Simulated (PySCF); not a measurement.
**I₃: from structure and modes to constants**

These are results of UB3LYP in PySCF with I def2-SVP with ECP28; scalar-relativistic core potentials, no spin–orbit coupling; density-fitted integrals, not measurements.

The doublet minimum has C2v symmetry. Masses (u): I 126.90447.

```xyz
3
charge 0 multiplicity 2, angstrom
I    -0.1631    0.4685    0.0000
I     0.0816   -0.2342    2.7838
I     0.0816   -0.2342   -2.7838
```

Harmonic wavenumbers (cm⁻¹): 40.6 (a1, ×1), 126.5 (a1, ×1), 133.0 (b2, ×1).

Question: Find the principal moments of inertia and the rotational constants. What kind of rotor is it?

Answer: About the centre of mass I = 46.844, 1966.9, 2013.7 u Å². With B = 16.8576/I this gives 0.3599, 0.008571, 0.008371 cm⁻¹. The molecule is an asymmetric top with κ = -1.00.

Question: What is the harmonic zero-point energy?

Answer: Half the sum of all 3 wavenumbers, 300/2 = 150 cm⁻¹, which is 1.8 kJ/mol (1 cm⁻¹ = 0.0119627 kJ/mol).

Question: Find the vibrational entropy and heat capacity at 298.15 K.

Answer: With u = 1.43878 ω/T, each mode gives S = R[u/(eᵘ−1) − ln(1−e⁻ᵘ)] and C = R u² eᵘ/(eᵘ−1)².
```csv
ω (cm⁻¹),u,S (J/(mol K)),C (J/(mol K))
40.6,0.196,21.88,8.29
126.5,0.610,12.55,8.06
133.0,0.642,12.14,8.03
```
The sums over all modes are S = 46.6 and C = 24.4 J/(mol K); the softest mode gives 47 % of the entropy.

Question: Give the standard entropy (298.15 K, 1 bar) by its translational, rotational, vibrational and spin parts, and Cp.

Answer: Sackur–Tetrode with M = 380.71 u gives 183.0; rotation with symmetry number 2 gives 121.9; vibration 46.6; spin R ln 2 = 5.8. The total is 357.2 J/(mol K), and Cp = 4 R + 24.4 = 57.6 J/(mol K).

Other isomers or separated fragments may lie lower. With an element this heavy the missing spin–orbit coupling can shift these numbers.
